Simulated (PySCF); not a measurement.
# Ge²⁺ (germanium, charge +2): UHF calculation

Configuration: [Ar] 3d10 4s2, closed-shell 1S. Computed with PySCF 2.14 in aug-cc-pVDZ-DK, with scalar relativity by spin-free X2C-1e.

| Item | Value |
| --- | --- |
| Total energy | -2096.127484 hartree |
| One-electron energy | -2899.2824 hartree |
| Hartree (Coulomb) energy | 881.2452 hartree |
| Exchange energy | -78.0903 hartree |
| ⟨S²⟩ | 0.0000 |
| ⟨L²⟩ | 0.000 |
| Sum of ⟨r⟩ | 17.96 bohr |
| Sum of ⟨r²⟩ | 19.86 bohr² |
| Langevin diamagnetic susceptibility | -15.7 ×10⁻⁶ cm³/mol |

| shell | electrons | mean orbital energy (eV) | rms radius, mean of both spins (bohr) |
| --- | --- | --- | --- |
| 1s | 2 | -11199.4 | 0.0542 |
| 2s | 2 | -1474.5 | 0.227 |
| 2p | 6 | -1286.6 | 0.203 |
| 3s | 2 | -221.78 | 0.667 |
| 3p | 6 | -161.97 | 0.700 |
| 3d | 10 | -63.620 | 0.811 |
| 4s | 2 | -32.488 | 2.13 |

Densities and radii are taken from the X2C orbitals without a picture-change correction, which distorts them close to the nucleus.
